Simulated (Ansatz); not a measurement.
Computed with Ansatz on PBE0-D4/def2-TZVP structures; ΔE is electronic, products minus reactants. CCSD(T)/CBS is the MP2 limit (def2-TZVPP, def2-QZVPP) plus CCSD(T) − MP2 in def2-TZVPP, frozen cores. This one scheme is used for every species. Functionals use def2-TZVPP. Each species was taken in one conformer, which may not be the lowest.

Consider the ligand exchange at the Si–O bond: `CO[SiH2]O[SiH](O)F` + H₂S → `CO[SiH2]S` + `O[SiH](O)F`.

```json
{"level": "r2SCAN-D4", "ΔE (kJ/mol)": "66.3", "difference from CCSD(T)/CBS": "-4.9"}
{"level": "ωB97X-V", "ΔE (kJ/mol)": "69.8", "difference from CCSD(T)/CBS": "-1.4"}
{"level": "PBE", "ΔE (kJ/mol)": "50.6", "difference from CCSD(T)/CBS": "-20.6"}
{"level": "PBE0", "ΔE (kJ/mol)": "56.3", "difference from CCSD(T)/CBS": "-14.9"}
{"level": "HF/def2-TZVPP", "ΔE (kJ/mol)": "81.8", "difference from CCSD(T)/CBS": "10.6"}
{"level": "SCS-MP2/def2-TZVPP", "ΔE (kJ/mol)": "74.0", "difference from CCSD(T)/CBS": "2.8"}
{"level": "CCSD(T)/def2-TZVPP", "ΔE (kJ/mol)": "73.6", "difference from CCSD(T)/CBS": "2.4"}
{"level": "MP2/def2-QZVPP", "ΔE (kJ/mol)": "69.5", "difference from CCSD(T)/CBS": "-1.7"}
{"level": "HF/CBS(def2)", "ΔE (kJ/mol)": "84.5", "difference from CCSD(T)/CBS": "13.3"}
{"level": "CCSD/CBS(def2)", "ΔE (kJ/mol)": "73.2", "difference from CCSD(T)/CBS": "2.0"}
{"level": "CCSD(T)/CBS", "ΔE (kJ/mol)": "71.2", "difference from CCSD(T)/CBS": "0"}
```

Largest T1 diagnostic among the species: 0.012.

In def2-TZVPP, CCSD(T) changes the Hartree–Fock value by −8.3 kJ/mol (the triples alone add −1.9 kJ/mol) and MP2 by −11.8 kJ/mol. From PBE to PBE0 (25 % exact exchange), in def2-TZVPP and without D4, ΔE moves by +5.7 kJ/mol. The D4 term adds +6.2 kJ/mol with B3LYP and +3.9 kJ/mol with PBE0; it sums over pairs of atoms, weighted by their polarisabilities, and B3LYP, whose exchange is more repulsive, gets the larger term.

B3LYP here is the variant with VWN-RPA as its local correlation; programs differ in this.
